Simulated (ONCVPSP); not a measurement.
# Transferability test, ONCV potential for Fe (Z = 26)

iron, optimised norm-conserving Vanderbilt (ONCV), made with ONCVPSP 4.0.1 (LDA (Perdew-Wang 92), fully relativistic). Core [Ar], reference 3d7 4s1. Waves: 4s: rc 2.40 bohr, ncon 3, nbas 6, qcut 3.1 1/bohr, 3 projectors, debl 2.4 Ha; p scattering state at 0.05 Ha: rc 2.55 bohr, ncon 4, nbas 8, qcut 3.7 1/bohr, 2 projectors, debl 0.7 Ha; 3d: rc 0.95 bohr, ncon 4, nbas 9, qcut 11.5 1/bohr, 3 projectors, debl 3.1 Ha. Local part: polynomial inside 0.70 bohr (lpopt 5, dvloc0 6 Ha). Core correction: none.

Open shells are filled in proportion to 2j + 1.

Energies are relative to the spin-unpolarised reference configuration 3d7 4s1; without spin polarisation the order of configurations can differ from experiment.

| valence configuration | charge | ΔE all-electron (eV) | error AE − PS (meV) |
| --- | --- | --- | --- |
| 3d6 4s2 | 0 | 0.837 | -88 |
| 3d6 4s1 | +1 | 9.811 | -43 |
| 3d5 4s2 | +1 | 15.316 | -473 |

(1) What are ΔE and the potential's error for 3d6 4s0?

Note: ghosts flagged at negative energy: s at -30.8 eV, p3/2 at -3.2 eV (a further GHOST(-) flag falls on a real empty level of the atom); GHOST(+) flagged for s at 231.7 eV. A true bound ghost makes a file unfit for plane-wave use.

## Answers

(1) ΔE = 26.296 eV all-electron; the error (AE − PS) is +29 meV.
